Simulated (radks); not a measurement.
Fe+, configuration [Ne] 3s2 3p5.75 3d6 4s1 4p0.25 (fractional occupations, a model configuration). Method: scalar-relativistic Kohn-Sham, BLYP, spin-unpolarised, spherical densities, finite nucleus; Fermi nuclear charge, rms radius 3.7377 fm; computed with a radial shooting solver on a logarithmic mesh with Libxc functionals.

Local quantities along the radius. ELF = 1/(1 + alpha^2) is the electron localisation function; alpha = (tau - tau_W)/tau_unif compares the Pauli kinetic energy density with that of the uniform gas. tau is taken from the large components.

```
   r/bohr * ELF (the largest magnitude, 1, reaches the edge; | marks zero)
 0.005046 |                                                      *
 0.006676 |                                                      *
 0.008763 |                                                      *
   0.0115 |                                                      *
  0.01522 |                                                      *
  0.01998 |                                                      *
  0.02643 |                                                      *
  0.03469 |                                                     *
  0.04554 |                                                 *
  0.06025 |                                   *
  0.07909 |                  *
   0.1046 |                *
   0.1374 |                              *
   0.1803 |                                          *
   0.2385 |                                           *
   0.3131 |                           *
    0.411 |        *
   0.5438 |                       *
   0.7138 |                                        *
   0.9444 |                                       *
     1.24 |                          *
    1.627 |          *
    2.153 |       *
    2.826 |           *
    3.709 |             *
    4.908 |    *
    6.442 *
    8.523 *
```

On this mesh the ELF has minima near r = 0.091, 0.41, 2.2 bohr, which separate the shells, and maxima near 0.21 (0.82), 0.82 (0.77), 3.2 (0.26).
